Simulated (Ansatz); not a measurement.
A series at V: from `[NH]=[V]([OH])([OH])[OH]`, ligands are replaced one by one, each step taking up NH₃ and setting free H₂O; n counts the steps. Ansatz, PBE0-D4/def2-TZVP geometries. Each molecule was computed in one conformer, which needn't be the lowest.

| n | molecule | HOMO energy, ωB97M-V/def2-TZVPP (eV) |
| --- | --- | --- |
| 0 | `[NH]=[V]([OH])([OH])[OH]` | -10.67 |
| 1 | `[NH]=[V]([NH2])([OH])[OH]` | -9.64 |
| 2 | `[NH]=[V]([NH2])([NH2])[OH]` | ? |
| 3 | `[NH]=[V]([NH2])([NH2])[NH2]` | -9.24 |

**Question.** By hand: fit a straight line y = ȳ + b (n − n̄) to the 3 given rows and predict n = 2.

**Answer.** n̄ = 1.333, ȳ = -9.850; Σ(n − n̄)(y − ȳ) = 2.040, Σ(n − n̄)² = 4.667, so b = 0.437 eV a step. Prediction: -9.850 + (0.437) × (0.667) = -9.56 eV.

**Question.** By hand: compare with the computed value, -8.95 eV, and give the steps along the whole series.

**Answer.** The line misses by 0.61 eV (computed minus predicted). Steps: 1.03, 0.69, -0.29 eV.

The steps change sign along the series, so a line is a poor guide. The highest orbital can change its character along such a series. The miss is 35.5 % of the series' range.
